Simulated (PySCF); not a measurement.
Simulated characterisation data

Method: geometry from GFN2-xTB, σ from GIAO-PBE0/pcSseg-1, in PySCF 2.14 (a single conformation, in vacuum, non-relativistic, one averaged value for each set of equivalent atoms).

Chemical shifts δ = σref − σ; 1H (σ = 31.72 ppm), 13C (σ = 186.93 ppm) vs TMS, all at this level. Where no couplings were computed, multiplicities follow the n + 1 count of equivalent neighbours, and m marks all less simple cases (inequivalent or close neighbours, rings, F or P nearby). Acid and N–H amide carbonyl carbons lie up to 10 ppm further downfield in solution (hydrogen bonding). Shifts are as computed. Against solution values, carbons near 30 ppm lie about +3 ppm off and those near 130 ppm about +5 ppm. Of 1211 compounds with measured shifts, 218 miss one by over three times the rms of a fit or turn the order of signals round; such compounds aren't used in these exercises. Groups on amide-type nitrogens are kept apart (slow C–N rotation). OH and NH positions are gas-phase values without hydrogen bonding to other molecules.

Compound 1 (C4H7NO2). 1H NMR (400 MHz, computed): δ 6.15 (br, 1H), 5.20 (m, 2H), 4.65 (br, 1H), 4.60 (m, 2H), 3.10 (m, 1H). 13C{1H} NMR (computed): δ 175.0, 77.2, 46.6. Structure: `NC(=O)C1COC1`.

Compound 2 (C4H7NO2). 1H NMR (400 MHz, computed): δ 8.11 (s, 1H), 8.07 (q, 1H), 6.17 (s, 2H), 2.16 (d, 3H). 13C{1H} NMR (computed): δ 164.1 (CH), 160.8 (CH), 84.0 (CH2), 27.3 (CH3). Structure: `C/C=N/COC=O`.

Compound 3 (C5H9NO3Si). 1H NMR (400 MHz, computed): δ 6.47 (m, 1H), 6.19 (m, 1H), 6.18 (m, 1H), 4.85 (s, 1H), 4.14 (s, 3H), 3.50 (br s, 1H), 2.32 (br s, 1H). 13C{1H} NMR (computed): δ 155.3 (C), 121.6 (CH), 107.2 (CH), 104.2 (CH), 53.7 (CH3). Structure: SMILES CO[Si@H](O)n1ccc(O)c1.
